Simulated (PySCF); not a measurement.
## `C[N+](C)(C)C1=CC=C[SiH2]1`, [C7H14NSi]+, charge +1

Geometry:
```json
{"atom": "C1", "x (Å)": "-1.284", "y (Å)": "-1.589", "z (Å)": "0.348"}
{"atom": "N2", "x (Å)": "-0.901", "y (Å)": "-0.211", "z (Å)": "-0.079"}
{"atom": "C3", "x (Å)": "-1.467", "y (Å)": "0.765", "z (Å)": "0.905"}
{"atom": "C4", "x (Å)": "-1.482", "y (Å)": "0.044", "z (Å)": "-1.435"}
{"atom": "C5", "x (Å)": "0.574", "y (Å)": "-0.097", "z (Å)": "-0.123"}
{"atom": "C6", "x (Å)": "1.198", "y (Å)": "1.044", "z (Å)": "-0.480"}
{"atom": "C7", "x (Å)": "2.672", "y (Å)": "1.006", "z (Å)": "-0.477"}
{"atom": "C8", "x (Å)": "3.256", "y (Å)": "-0.158", "z (Å)": "-0.122"}
{"atom": "Si9", "x (Å)": "1.914", "y (Å)": "-1.391", "z (Å)": "0.267"}
{"atom": "H10", "x (Å)": "-2.377", "y (Å)": "-1.664", "z (Å)": "0.379"}
{"atom": "H11", "x (Å)": "-0.870", "y (Å)": "-1.779", "z (Å)": "1.346"}
{"atom": "H12", "x (Å)": "-0.881", "y (Å)": "-2.309", "z (Å)": "-0.374"}
{"atom": "H13", "x (Å)": "-1.233", "y (Å)": "1.784", "z (Å)": "0.576"}
{"atom": "H14", "x (Å)": "-2.555", "y (Å)": "0.629", "z (Å)": "0.957"}
{"atom": "H15", "x (Å)": "-1.010", "y (Å)": "0.579", "z (Å)": "1.884"}
{"atom": "H16", "x (Å)": "-1.036", "y (Å)": "-0.663", "z (Å)": "-2.144"}
{"atom": "H17", "x (Å)": "-2.570", "y (Å)": "-0.094", "z (Å)": "-1.389"}
{"atom": "H18", "x (Å)": "-1.247", "y (Å)": "1.069", "z (Å)": "-1.740"}
{"atom": "H19", "x (Å)": "0.692", "y (Å)": "1.974", "z (Å)": "-0.764"}
{"atom": "H20", "x (Å)": "3.228", "y (Å)": "1.905", "z (Å)": "-0.759"}
{"atom": "H21", "x (Å)": "4.340", "y (Å)": "-0.283", "z (Å)": "-0.090"}
{"atom": "H22", "x (Å)": "1.839", "y (Å)": "-1.840", "z (Å)": "1.686"}
{"atom": "H23", "x (Å)": "1.823", "y (Å)": "-2.560", "z (Å)": "-0.652"}
```

Total charge +1.

Level of theory: TDDFT CAM-B3LYP/def2-SVPD excited states, vertical, gas phase (PySCF 2.14.0). Geometry: PBE0-D3(BJ)/def2-SVP.

Q: How strongly do the lowest singlets absorb one photon, and two photons of half the energy?

A: δ for parallel linear polarisation; σ at the peak of a Lorentzian of half width 0.1 eV, single beam; Ω is circular over linear.
```csv
state,E (eV),f,photon λ (nm),δ (au),σ (GM),Ω,main
S1,4.38,0.090,566,13.2,0.09,0.85,HOMO→LUMO 0.98
S2,5.74,0.001,432,0.61,0.01,1.50,HOMO−1→LUMO 0.92
S3,6.42,0.002,386,0.94,0.01,1.50,HOMO−3→LUMO 0.90
S4,6.67,0.071,372,635,10.35,0.47,"HOMO−2→LUMO 0.79, HOMO→LUMO+4 0.17"
S5,6.76,0.003,367,7.44,0.12,1.50,"HOMO→LUMO+1 0.64, HOMO→LUMO+2 0.19"
S6,7.00,0.002,354,6.83,0.12,1.50,"HOMO→LUMO+2 0.70, HOMO→LUMO+1 0.15"
```

Among these, the strongest one-photon state is S1, the strongest two-photon state S4.
